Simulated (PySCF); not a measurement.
Compound: C5H5F3O2.
Numbering: `[F:1][C:2]([F:3])([F:4])[O:5][C:6]1=[CH:7][O:8][CH2:9][CH2:10]1` (hydrogens: H11 on C7; H12, H13 on C9; H14, H15 on C10)

Structure used (PBE0-D3(BJ)/def2-SVP), in Å, numbered top down from 1:
```
atom  x, y, z in Å
F1     3.236    1.502   -0.499
C2     2.401    0.562   -0.106
F3     2.630    0.303    1.184
F4     2.665   -0.554   -0.783
O5     1.151    1.005   -0.319
C6     0.086    0.193   -0.019
C7     0.021   -0.966    0.645
O8    -1.231   -1.476    0.718
C9    -2.123   -0.548    0.084
C10   -1.270    0.595   -0.498
H11    0.805   -1.554    1.119
H12   -2.687   -1.094   -0.687
H13   -2.837   -0.190    0.841
H14   -1.564    1.586   -0.112
H15   -1.310    0.651   -1.599
```

Level: CAM-B3LYP/def2-SVPD in PySCF, non-relativistic, on one gas-phase PBE0-D3(BJ)/def2-SVP geometry that isn't relaxed in the solvent. The solvent is an IEF-PCM continuum (Bondi radii, 1.10 Å for H, scaled by 1.2), and excitations are vertical TDDFT with non-equilibrium linear response and a frozen core. Specific hydrogen bonds and non-electrostatic terms are outside this model.

| run | E − E(gas) (kcal/mol) | HOMO (eV) | HOMO–LUMO gap (eV) | dipole (D) | lowest singlet (eV) | static polarisability (au) |
| --- | --- | --- | --- | --- | --- | --- |
| gas | 0.00 | -7.63 | 8.79 | 2.26 | 5.84 | 66.4 |
| P | -3.77 | -7.49 | 8.82 | 2.72 | 5.89 | 84.9 |
| Q | -1.59 | -7.55 | 8.82 | 2.47 | 5.86 | 73.2 |

Q: The runs were made in acetone and cyclohexane. Which run belongs to which solvent?

A: P = acetone, Q = cyclohexane. The dielectric constants are 2.017 (cyclohexane), 20.49 (acetone), and the energy falls further as ε rises. The optical constants n² used for the excitations are 2.04, 1.85 in the same order. In this model the ground state sees the solvent through ε alone.

Q: How constant is the ratio of the lowering to (ε − 1)/(2ε + 1)?

A: 
```json
{"solvent": "cyclohexane", "(ε − 1)/(2ε + 1)": "0.202", "E − E(gas) (kcal/mol)": "-1.59", "ratio (kcal/mol)": "-7.9", "polarisation term (kcal/mol)": "-1.67"}
{"solvent": "acetone", "(ε − 1)/(2ε + 1)": "0.464", "E − E(gas) (kcal/mol)": "-3.77", "ratio (kcal/mol)": "-8.1", "polarisation term (kcal/mol)": "-4.22"}
```

The ratio changes by +3.1 % in size from cyclohexane to acetone. The polarisation term is half the interaction of the solute with the induced surface charges.

Hardware: an x86-64 server with one thread, no GPU (shared host). Cost: 50 s wall. This is the whole response run at CAM-B3LYP/def2-SVPD in acetone, SCF included.
